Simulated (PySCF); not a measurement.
**Electric field gradients and quadrupole coupling constants**

BrClGaH.
Cartesian coordinates in Å at the PBE0-D3(BJ)/def2-SVP level; atoms count from 1:
```
atom  x, y, z in Å
Cl1   -1.5913   -1.2957    0.0161
Ga2   -0.0590    0.1909    0.0180
Br3    2.0673   -0.6091   -0.0269
H4    -0.3909    1.7026    0.0522
```

Field gradients from the PBE0/pcSseg-1 density (PySCF, non-relativistic), principal values in atomic units, ordered |Vxx| ≤ |Vyy| ≤ |Vzz|:

| atom | Vxx | Vyy | Vzz |
| --- | --- | --- | --- |
| Cl1 | -0.6140 | -1.3255 | 1.9395 |
| Ga2 | -0.6149 | -2.2037 | 2.8186 |
| Br3 | -1.3187 | -2.7370 | 4.0556 |

**Question.** Find the asymmetry η = (Vxx − Vyy)/Vzz and the couplings χ = eQV/h (234.96 MHz × Q in barn × V in au), with Q(35Cl) = −0.0817 b, Q(69Ga) = 0.171 b, Q(79Br) = 0.313 b.

**Answer.** 
```
atom                     environment  nucleus     η  χzz (MHz)  χxx (MHz)  χyy (MHz)
 Cl1           chlorine bonded to Ga     35Cl  0.37     -37.23      11.79      25.44
 Ga2  gallium bonded to Br, Cl and H     69Ga  0.56      113.2      -24.7      -88.5
 Br3            bromine bonded to Ga     79Br  0.35      298.3      -97.0     -201.3
```

The tensor is traceless: Vxx + Vyy + Vzz = 0.

**Question.** What is Vzz at Br3 in SI units (1 au = 9.71736 × 10²¹ V/m²)?

**Answer.** 4.0556 au = 39.410 × 10²¹ V/m².

**Question.** What couplings would deuterons (Q(2H) = 0.00286 b) have in place of the hydrogens, at this geometry?

**Answer.** 
```json
{"atom": "H4", "bonded to": "Ga2", "bond length (Å)": "1.548", "Vzz (au)": "0.1147", "η": "0.07", "χzz (kHz)": "77"}
```

Isolated species at its PBE0-D3(BJ)/def2-SVP geometry, gas phase. The calculation is non-relativistic, for gallium and bromine too. A larger basis could move these couplings by a tenth or more.

These values come from a run that also computed NMR shieldings. On an Arm Neoverse V1 with one thread, no GPU (shared host), this took 7.3 s of wall time.
